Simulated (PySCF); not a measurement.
C₃H₇BF₂Ge.
Geometry (PBE0-D3(BJ)/def2-SVP, Å), atoms numbered from 1 in this order:
```
atom  x, y, z in Å
F1     2.560   -0.372   -1.069
B2     2.380   -0.200    0.228
F3     3.471   -0.165    0.971
Ge4    0.463    0.010    0.986
C5    -0.659    1.259   -0.075
C6    -1.145    0.044   -0.897
C7    -0.881   -1.131    0.074
H8     0.445    0.106    2.524
H9    -0.196    2.078   -0.643
H10   -1.452    1.677    0.563
H11   -2.186    0.118   -1.257
H12   -0.510   -0.071   -1.790
H13   -0.587   -2.086   -0.383
H14   -1.731   -1.310    0.751
```

Linear response at CAM-B3LYP/def2-SVPD (PySCF, frozen core in the response, non-relativistic). Relativistic effects, spin–orbit coupling among them, are left out although an element past zinc is present.

Static isotropic polarisability: 78.56 au (11.64 Å³), principal values 70.6, 73.2, 91.8 au.

(1) What is the polarisability at 1064 nm and at the sodium D line?

(2) What is the isotropic C6 coefficient between two such molecules, C6 = (3/π)∫α(iω)² dω?

(3) Which effective excitation energy ω̄ makes London's formula C6 = (3/4)α²ω̄ exact here?

(4) The lowest 10 singlets have (eV, f): 5.70, 0.036; 6.26, 0.144; 6.52, 0.000; 7.33, 0.025; 7.45, 0.004; 7.65, 0.076; 7.85, 0.084; 7.95, 0.004; 8.06, 0.027; 8.08, 0.002. What share of the static polarisability do they carry in the sum over states α = Σ f/ω²?

(5) What does −C6/R⁶ come to at R = 12 Å between centres?

(6) What n − 1 at the D line would an ideal gas of it have at 273.15 K and 1 atm (2.6868 × 10¹⁹ cm⁻³), by n − 1 = 2π·N·α′?

(7) How many electrons N does the Slater–Kirkwood formula C6 = (3/4)·√N·α^(3/2) need to give this C6?

(8) What molar refraction at the D line follows from R = (4π/3)·N_A·α′, with α′ the polarisability volume?

## Answers

(1) 79.31 au at 1064 nm (+1.0 %), 81.10 au at 589.3 nm (+3.2 %). The rise at 589.3 nm is 3.39 times that at 1064 nm; a pure ω² law gives 3.26. The lowest singlet lies at 218 nm, shorter than both wavelengths.

(2) 2437 au (Eh·bohr⁶) by a ten-point quadrature over imaginary frequencies, which is 1460 eV·Å⁶ or 141 J·nm⁶/mol.

(3) ω̄ = 4·C6/(3α²) = 0.527 Eh = 14.3 eV. A one-pole form α(ω) = α/(1 − ω²/ω̄²) fitted to the 1064 nm value gives 12.0 eV. London's choice of the ionisation energy (9.89 eV, ΔSCF at the same level) gives C6 = 1680 au, 31 % too low.

(4) 6.29 au, 8.0 % of α; the largest term, 2.73 au, is that of the state at 6.26 eV. Their oscillator strengths add up to 0.40. Higher states carry the rest.

(5) -47 J/mol. This is the leading, orientation-averaged term; C8 and higher terms are left out.

(6) 20.29 × 10⁻⁴, a formal value whether or not that pressure can be reached.

(7) N = (4·C6/3)²/α³ = 21.8; the species has 80 electrons in all.

(8) α′ = 12.02 Å³ gives R = 30.32 cm³/mol, for isolated, non-vibrating species.

One conformer stands for the species.
